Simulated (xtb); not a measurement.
C₂HCl₃, triplet, geometry from GFN2-xTB (a higher spin typed on purpose: for a closed-shell molecule this is an excited state); GFN2-xTB run with xtb.

The xtb input:
```
$ xtb mol.xyz --gfn 2 --uhf 2 --etemp 5000 --json

# file mol.xyz
6

Cl     2.09141099     0.25449089     0.59949348
C      1.01747801    -0.42814838    -0.55146569
C     -0.38233112    -0.26504350    -0.44338425
Cl    -1.12195689     1.23301851    -0.87628124
Cl    -1.28150018    -1.18533211     0.70691994
H      1.49390213    -0.97786253    -1.34314731
```

The log (banner, timings and long lists left out):

```
   ID    Z sym.   atoms
    1   17 Cl     1, 4, 5
    2    6 C      2, 3
    3    1 H      6

           -------------------------------------------------
          |                Calculation Setup                |
           -------------------------------------------------

           -------------------------------------------------
          |                 G F N 2 - x T B                 |
           -------------------------------------------------

          ...................................................
          :                      SETUP                      :
          :.................................................:
          :  # basis functions                  39          :
          :  # atomic orbitals                  36          :
          :  # shells                           14          :
          :  # electrons                        30          :
          :  max. iterations                   250          :
          :  Hamiltonian                  GFN2-xTB          :
          :  restarted?                      false          :
          :  GBSA solvation                  false          :
          :  PC potential                    false          :
          :  electronic temp.         5000.0000000     K    :
          :  accuracy                    1.0000000          :
          :  -> integral cutoff          0.2500000E+02      :
          :  -> integral neglect         0.1000000E-07      :
          :  -> SCF convergence          0.1000000E-05 Eh   :
          :  -> wf. convergence          0.1000000E-03 e    :
          :  Broyden damping             0.4000000          :
          :  net charge                          0          :
          :  unpaired electrons                  2          :
          ...................................................

 iter      E             dE          RMSdq      gap      omega  full diag
   1    -18.3679665 -0.183680E+02  0.382E+00    4.11       0.0  T
   2    -18.3727955 -0.482901E-02  0.213E+00    4.34       1.0  T
   3    -18.3708981  0.189738E-02  0.142E+00    4.12       1.0  T
   4    -18.3762675 -0.536933E-02  0.128E-01    4.24       1.0  T
   5    -18.3762714 -0.392807E-05  0.739E-02    4.24       1.0  T
   6    -18.3762800 -0.860771E-05  0.381E-02    4.24       1.1  T
   7    -18.3762822 -0.222873E-05  0.243E-02    4.24       1.7  T
   8    -18.3762834 -0.117119E-05  0.914E-03    4.24       4.5  T
   9    -18.3762836 -0.157534E-06  0.500E-03    4.24       8.2  T
  10    -18.3762836 -0.538497E-07  0.301E-03    4.24      13.6  T
  11    -18.3762836 -0.355962E-07  0.474E-04    4.24      86.1  T
  12    -18.3762836 -0.383370E-09  0.284E-04    4.24     143.8  T

   *** convergence criteria satisfied after 12 iterations ***

 transition dipole moment (au) for excitation:          15          16
     X       Y       Z
   0.0014   0.0210  -0.0138  total (au/Debye):    0.025   0.064
 dE (eV)             :    0.139
 oscillator strength :  0.30464E-05

         :::::::::::::::::::::::::::::::::::::::::::::::::::::
         ::                     SUMMARY                     ::
         :::::::::::::::::::::::::::::::::::::::::::::::::::::
         :: total energy             -18.310769416414 Eh    ::
         :: gradient norm              0.009733283490 Eh/a0 ::
         :: HOMO-LUMO gap              4.244182931363 eV    ::
         ::.................................................::
         :: SCC energy               -18.376281604528 Eh    ::
         :: -> isotropic ES            0.003311969070 Eh    ::
         :: -> anisotropic ES          0.000164993572 Eh    ::
         :: -> anisotropic XC          0.002539669729 Eh    ::
         :: -> dispersion             -0.005546186901 Eh    ::
         :: repulsion energy           0.065512188114 Eh    ::
         :: add. restraining           0.000000000000 Eh    ::
         :: total charge               0.000000000000 e     ::
         :::::::::::::::::::::::::::::::::::::::::::::::::::::

           -------------------------------------------------
          |                Property Printout                |
           -------------------------------------------------

    * Orbital Energies and Occupations

         #    Occupation            Energy/Eh            Energy/eV
      -------------------------------------------------------------
         1        2.0000           -1.0822378             -29.4492
       ...           ...                  ...                  ...
         4        2.0000           -0.6574834             -17.8910
         5        2.0000           -0.5950576             -16.1923
         6        1.9999           -0.5450521             -14.8316
         7        1.9999           -0.5441375             -14.8067
         8        1.9999           -0.5412839             -14.7291
         9        1.9974           -0.4889152             -13.3041
        10        1.9942           -0.4763604             -12.9624
        11        1.9840           -0.4600477             -12.5185
        12        1.9795           -0.4560327             -12.4093
        13        1.9630           -0.4464253             -12.1479
        14        1.9488           -0.4410248             -12.0009
        15        1.0725           -0.3553758              -9.6703
        16        1.0511           -0.3502858              -9.5318 (HOMO)
        17        0.0092           -0.1943150              -5.2876 (LUMO)
        18        0.0005           -0.1495400              -4.0692
        19        0.0001           -0.1188165              -3.2332
        20        0.0000           -0.0217925              -0.5930
        21                         -0.0131224              -0.3571
        22                         -0.0119698              -0.3257
        23                         -0.0117583              -0.3200
        24                         -0.0117241              -0.3190
        25                         -0.0113269              -0.3082
        26                         -0.0104705              -0.2849
        27                         -0.0099572              -0.2709
       ...                                ...                  ...
        36                          0.3722140              10.1285
      -------------------------------------------------------------
                  HL-Gap            0.1559709 Eh            4.2442 eV
             Fermi-level           -0.3316189 Eh           -9.0238 eV

     #   Z          covCN         q      C6AA      α(0)
     1  17 Cl       0.917    -0.048   100.647    15.348
     2   6 C        2.853    -0.015    28.391     8.733
     3   6 C        2.788     0.091    25.953     8.345
     4  17 Cl       1.069    -0.060   101.034    15.378
     5  17 Cl       1.069    -0.060   101.034    15.378
     6   1 H        0.926     0.091     1.867     2.137

 Mol. C6AA /au·bohr⁶  :       1756.939830
 Mol. C8AA /au·bohr⁸  :      65235.474438
 Mol. α(0) /au        :         65.318557

Wiberg/Mayer (AO) data.
largest (>0.10) Wiberg bond orders for each atom

 ---------------------------------------------------------------------------
     #   Z sym  total        # sym  WBO       # sym  WBO       # sym  WBO
 ---------------------------------------------------------------------------
     1  17 Cl   1.243 --     2 C    1.127
     2   6 C    3.349 --     3 C    1.181     1 Cl   1.127     6 H    0.946
     3   6 C    3.375 --     2 C    1.181     5 Cl   1.064     4 Cl   1.064
     4  17 Cl   1.219 --     3 C    1.064
     5  17 Cl   1.219 --     3 C    1.064
     6   1 H    0.984 --     2 C    0.946
 ---------------------------------------------------------------------------

Topologies differ in total number of bonds
Writing topology from bond orders to xtbtopo.mol

molecular dipole:
                 x           y           z       tot (Debye)
 q only:        0.242      -0.230      -0.327
   full:        0.212      -0.125      -0.170       0.761
molecular quadrupole (traceless):
                xx          xy          yy          xz          yz          zz
 q only:       -0.648      -0.809      -0.136      -1.199       1.252       0.784
  q+dip:        0.064      -1.186      -0.484      -1.662       1.318       0.421
   full:       -0.480      -0.855      -0.067      -1.281       0.915       0.547

           -------------------------------------------------
          | TOTAL ENERGY              -18.310769416414 Eh   |
          | GRADIENT NORM               0.009733283490 Eh/α |
          | HOMO-LUMO GAP               4.244182931363 eV   |
           -------------------------------------------------

normal termination of xtb
```
